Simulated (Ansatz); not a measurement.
Born–Oppenheimer molecular dynamics of CH₃BF₂OS (9 atoms, charge 0, multiplicity 1). It goes on from the last frame of an earlier run, with new velocities.

Level of theory: RKS PBE/STO-3G (Ansatz 0.2.0).

```json
{
 "ensemble": "NVT, Langevin thermostat",
 "time step": "0.5 fs",
 "steps asked": "266",
 "set temperature": "300 K",
 "friction": "0.02 /fs",
 "seed": "27321"
}
```

First frame:

```xyz
9
Properties=species:S:1:pos:R:3
O 1.770 -0.467 -0.002
B 0.625 -1.101 -0.311
F 0.491 -2.423 -0.381
C -0.711 -0.039 -0.353
F -1.443 0.013 -1.573
S 0.030 1.749 0.046
H 1.488 0.586 0.044
H -1.383 -0.170 0.503
H 0.035 1.385 1.382
```

What does the run give?

All steps were run.

- steps done: 266
- time covered: 133 fs
- mean temperature over the second half: 418 K
- spread of the potential energy over the second half: 7.6 meV per atom
- mean potential energy of the second half above the start: 15.4 meV per atom

The mean temperature of the second half is 39 % above the set value. A run of 0.13 ps of so small a system gives no equilibrium averages. Limits of this set-up: minimal basis.

What happens to the structure?

The same pairs are bonded in the first frame and the last. Pairs count as bonded within 1.25 times the sum of covalent radii (0.12 Å more for H–H). The details hang on the random start.

How do temperature and energy run in time?


```csv
time (fs),T (K),potential energy less start (eV)
0.0,267,0.000
11.0,211,0.056
22.0,199,-0.047
33.0,241,0.053
44.0,252,0.073
55.0,326,0.082
66.0,272,0.289
77.0,359,0.207
88.0,318,0.283
99.0,336,0.302
110.0,335,0.242
121.0,394,0.163
132.0,321,0.133
```

Run time: 2.9 min on 1 thread of AMD EPYC 9R45 96-Core Processor (Zen 5) (shared host), peak memory 0.1 GiB.
